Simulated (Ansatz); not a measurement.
Reaction (substitution at a C–Al bond): `[CH3][Al]([NH2])[CH]=O` + `[SH][SbH2]` → `C[S][SbH2]` + `[NH2][AlH][CH]=O`

Gas-phase electronic energies from Ansatz, PBE0-D4/def2-TZVP geometries. CCSD(T)/CBS is the MP2 limit (def2-TZVPP, def2-QZVPP) plus CCSD(T) − MP2 in def2-TZVPP, frozen cores. Functionals use def2-TZVPP. B3LYP here is the variant with VWN-RPA as its local correlation; programs differ in this. def2 core potentials past Kr. For Sb outer-core shells are correlated without core-valence functions, which leaves a few kJ/mol of doubt a bond. One conformer a species, not always the lowest.

`[CH3][Al]([NH2])[CH]=O`:

Cartesian coordinates in Å:
```
C -0.794 1.413 0.736
Al 0.000 -0.134 -0.128
N -0.746 -0.969 -1.498
C 1.763 -0.887 0.514
O 2.313 -0.364 1.460
H -1.772 1.669 0.321
H -0.915 1.240 1.809
H -0.146 2.289 0.635
H -0.356 -1.772 -1.966
H -1.621 -0.716 -1.928
H 2.274 -1.771 0.045
```

`[SH][SbH2]`:

Z-matrix (Å, degrees):
```
Sb
S 1 2.426
H 1 1.710 2 94.5
H 1 1.710 2 94.3 3 90.8
H 2 1.342 1 93.1 3 133.7
```

`C[S][SbH2]`:

Cartesian coordinates in Å:
```
C -1.093 1.024 0.045
S 0.704 0.783 -0.022
Sb 0.788 -1.632 -0.030
H -1.523 0.602 0.953
H -1.590 0.608 -0.830
H -1.252 2.103 0.055
H 1.929 -1.743 -1.300
H 2.039 -1.745 1.130
```

`[NH2][AlH][CH]=O`:

Cartesian coordinates in Å:
```
N -0.393 0.025 -1.489
Al 0.744 -0.205 -0.169
C -0.127 0.120 1.630
O -1.300 0.428 1.625
H -0.209 -0.076 -2.473
H -1.353 0.287 -1.327
H 2.253 -0.617 -0.420
H 0.385 0.038 2.623
```

```csv
level,ΔE (kJ/mol),difference from CCSD(T)/CBS
PBE-D4,57.9,-2.3
r2SCAN-D4,62.4,2.2
PBE0-D4,59.4,-0.8
B3LYP-D4,58.5,-1.7
ωB97X-V,58.2,-2.0
ωB97M-V,62.2,2.0
B2PLYP,60.9,0.7
PBE,59.8,-0.4
r2SCAN,62.6,2.4
PBE0,61.0,0.8
B3LYP,62.1,1.9
HF/def2-TZVPP,58.5,-1.7
MP2/def2-TZVPP,59.7,-0.5
SCS-MP2/def2-TZVPP,57.3,-2.9
CCSD/def2-TZVPP,62.1,1.9
CCSD(T)/def2-TZVPP,60.9,0.7
HF/def2-QZVPP,58.8,-1.4
MP2/def2-QZVPP,59.4,-0.8
SCS-MP2/def2-QZVPP,57.1,-3.1
HF/CBS(def2),58.9,-1.3
MP2/CBS(def2),59.0,-1.2
CCSD/CBS(def2),61.3,1.1
CCSD(T)/CBS,60.2,0
```

Largest T1 diagnostic among the species: 0.015.

The D4 term adds −3.6 kJ/mol with B3LYP and −1.5 kJ/mol with PBE0; it sums over pairs of atoms, weighted by their polarisabilities, and B3LYP, whose exchange is more repulsive, gets the larger term.
